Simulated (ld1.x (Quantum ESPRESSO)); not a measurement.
# Configuration tests for iodine (I) (RRKJ)

I, norm-conserving RRKJ (Kleinman–Bylander form), made with ld1.x (Quantum ESPRESSO) 7.5 (PBEsol, scalar-relativistic). Core [Kr], reference 4d10 5s2 5p5. Waves: 5p (bound): rc 1.75 bohr; 4d (bound): rc 1.15 bohr; 5s (bound): rc 1.30 bohr. Local part: the s channel. Core correction: Bessel-smoothed model core inside 1.20 bohr.

Energies are relative to the spin-unpolarised reference configuration 4d10 5s2 5p5; without spin polarisation the order of configurations can differ from experiment.

Problem. Give the all-electron excitation energy and the error of the potential for: 4d10 5s2 5p4; 4d10 5s2 5p3; 4d10 5s2 5p2; 4d10 5s2 5p5.3; 4d10 5s2 5p1; 4d9 5s2 5p5; 4d9 5s2 5p6.

Solution.

| valence configuration | charge | ΔE all-electron (eV) | error AE − PS (meV) |
| --- | --- | --- | --- |
| 4d10 5s2 5p4 | +1 | 11.151 | -2.2 |
| 4d10 5s2 5p3 | +2 | 31.034 | -2.2 |
| 4d10 5s2 5p2 | +3 | 60.420 | +7.5 |
| 4d10 5s2 5p5.3 | -0.3 | -1.786 | +0.6 |
| 4d10 5s2 5p1 | +4 | 99.915 | +40 |
| 4d9 5s2 5p5 | +1 | 58.184 | -129 |
| 4d9 5s2 5p6 | 0 | 45.787 | -246 |

Levels in the configuration 4d10 5s2 5p4:

```tsv
level	all-electron (eV)	pseudo (eV)
4d	-59.754	-59.659
5s	-26.307	-26.294
5p	-15.377	-15.375
```
